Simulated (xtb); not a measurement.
IPb, charge +2, doublet, at a GFN2-xTB geometry of the parent state (such geometries of metal compounds can be far from the true shape) (a state made from the parent by changing its charge; the spin is typed, not shown lowest); GFN2-xTB (xtb 6.7.1).

Here is a job for xtb.
```
$ xtb mol.xyz --gfn 2 --chrg 2 --uhf 1 --json

# file mol.xyz
2

Pb    -0.00000000    -0.00000000    -1.09402383
I      0.00000000     0.00000000     1.69264065
```

It wrote (shortened):

```
   ID    Z sym.   atoms
    1   82 Pb     1
    2   53 I      2

           -------------------------------------------------
          |                Calculation Setup                |
           -------------------------------------------------

           -------------------------------------------------
          |                 G F N 2 - x T B                 |
           -------------------------------------------------

          ...................................................
          :                      SETUP                      :
          :.................................................:
          :  # basis functions                  14          :
          :  # atomic orbitals                  13          :
          :  # shells                            5          :
          :  # electrons                         9          :
          :  max. iterations                   250          :
          :  Hamiltonian                  GFN2-xTB          :
          :  restarted?                      false          :
          :  GBSA solvation                  false          :
          :  PC potential                    false          :
          :  electronic temp.          300.0000000     K    :
          :  accuracy                    1.0000000          :
          :  -> integral cutoff          0.2500000E+02      :
          :  -> integral neglect         0.1000000E-07      :
          :  -> SCF convergence          0.1000000E-05 Eh   :
          :  -> wf. convergence          0.1000000E-03 e    :
          :  Broyden damping             0.4000000          :
          :  net charge                          2          :
          :  unpaired electrons                  1          :
          ...................................................

 iter      E             dE          RMSdq      gap      omega  full diag
   1     -4.9069487 -0.490695E+01  0.154E+01    7.60       0.0  T
   2     -4.9914535 -0.845048E-01  0.206E+01    4.24       1.0  T
   3     -4.9927778 -0.132426E-02  0.178E+01    4.08       1.0  T
   4     -4.9936281 -0.850297E-03  0.310E+00    4.00       1.0  T
   5     -4.9938289 -0.200746E-03  0.126E+00    3.82       1.0  T
   6     -4.9938476 -0.187861E-04  0.730E-01    3.93       1.0  T
   7     -4.9938908 -0.432049E-04  0.212E-01    3.86       1.0  T
   8     -4.9938933 -0.248243E-05  0.156E-02    3.87       4.5  T
   9     -4.9938933  0.144308E-07  0.192E-02    3.87       3.7  T
  10     -4.9938933 -0.158570E-07  0.372E-03    3.87      19.0  T
  11     -4.9938933 -0.524678E-09  0.194E-03    3.87      36.4  T
  12     -4.9938933 -0.136089E-09  0.227E-05    3.87    3113.4  T
  13     -4.9938933 -0.461853E-13  0.660E-06    3.87   10720.9  T

   *** convergence criteria satisfied after 13 iterations ***

         :::::::::::::::::::::::::::::::::::::::::::::::::::::
         ::                     SUMMARY                     ::
         :::::::::::::::::::::::::::::::::::::::::::::::::::::
         :: total energy              -4.991713184615 Eh    ::
         :: gradient norm              0.038172447764 Eh/a0 ::
         :: HOMO-LUMO gap              3.871340526108 eV    ::
         ::.................................................::
         :: SCC energy                -4.993893326995 Eh    ::
         :: -> isotropic ES            0.516177219937 Eh    ::
         :: -> anisotropic ES         -0.000855447736 Eh    ::
         :: -> anisotropic XC          0.000570631279 Eh    ::
         :: -> dispersion             -0.001007753540 Eh    ::
         :: repulsion energy           0.002180142380 Eh    ::
         :: add. restraining           0.000000000000 Eh    ::
         :: total charge               2.000000000000 e     ::
         :::::::::::::::::::::::::::::::::::::::::::::::::::::

           -------------------------------------------------
          |                Property Printout                |
           -------------------------------------------------

    * Orbital Energies and Occupations

         #    Occupation            Energy/Eh            Energy/eV
      -------------------------------------------------------------
         1        2.0000           -1.2971016             -35.2959
         2        2.0000           -1.2062878             -32.8248
         3        2.0000           -0.9181517             -24.9842
         4        1.5000           -0.9056333             -24.6435
         5        1.5000           -0.9056333             -24.6435 (HOMO)
         6                         -0.7633642             -20.7722 (LUMO)
         7                         -0.7633642             -20.7722
         8                         -0.6101506             -16.6030
         9                         -0.4967122             -13.5162
        10                         -0.4967122             -13.5162
        11                         -0.4614406             -12.5564
        12                         -0.4614406             -12.5564
        13                         -0.2383889              -6.4869
      -------------------------------------------------------------
                  HL-Gap            0.1422691 Eh            3.8713 eV
             Fermi-level           -0.8700660 Eh          -23.6757 eV

     #   Z          covCN         q      C6AA      α(0)
     1  82 Pb       0.918     1.466   492.767    49.116
     2  53 I        0.918     0.534   335.194    31.605

 Mol. C6AA /au·bohr⁶  :       1625.423756
 Mol. C8AA /au·bohr⁸  :     204964.174229
 Mol. α(0) /au        :         80.721195

Wiberg/Mayer (AO) data.
largest (>0.10) Wiberg bond orders for each atom

 ---------------------------------------------------------------------------
     #   Z sym  total        # sym  WBO       # sym  WBO       # sym  WBO
 ---------------------------------------------------------------------------
     1  82 Pb   0.894 --     2 I    0.894
     2  53 I    0.894 --     1 Pb   0.894
 ---------------------------------------------------------------------------

Topologies differ in total number of bonds
Writing topology from bond orders to xtbtopo.mol

molecular dipole:
                 x           y           z       tot (Debye)
 q only:        0.000       0.000      -1.324
   full:        0.000       0.000      -1.925       4.894
molecular quadrupole (traceless):
                xx          xy          yy          xz          yz          zz
 q only:       -5.864       0.000      -5.864       0.000       0.000      11.728
  q+dip:       -5.510       0.000      -5.510       0.000       0.000      11.021
   full:       -4.146      -0.000      -4.146       0.000       0.000       8.292

           -------------------------------------------------
          | TOTAL ENERGY               -4.991713184615 Eh   |
          | GRADIENT NORM               0.038172447764 Eh/α |
          | HOMO-LUMO GAP               3.871340526108 eV   |
           -------------------------------------------------

normal termination of xtb
```
